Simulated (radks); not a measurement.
Charge is removed step by step from the 4s1/2 level of Ni, starting from [Ar] 3d8 4s2. Method: Dirac Kohn-Sham, LDA (Slater exchange, Perdew-Wang correlation), spin-unpolarised, spherical densities, point nucleus; open shells fill j = l - 1/2 first; computed with a radial shooting solver on a logarithmic mesh with Libxc functionals.

removed (e),E - E(0) (eV),eigenvalue (eV),E minus straight line (eV)
0,0.000,-5.858,0.000
0.25,1.689,-7.665,-0.709
0.5,3.839,-9.549,-0.957
0.75,6.468,-11.497,-0.726
1,9.592,-13.502,0.000

Removing the whole electron costs 9.592 eV by Delta-SCF, against 5.858 eV from minus the eigenvalue at the starting occupation. Slater's transition state (half an electron removed) gives 9.549 eV. Integrating minus the eigenvalue over the occupation (Janak's theorem) gives 9.592 eV. The mean slope of the eigenvalue, de/dn, is 7.64 eV per electron.
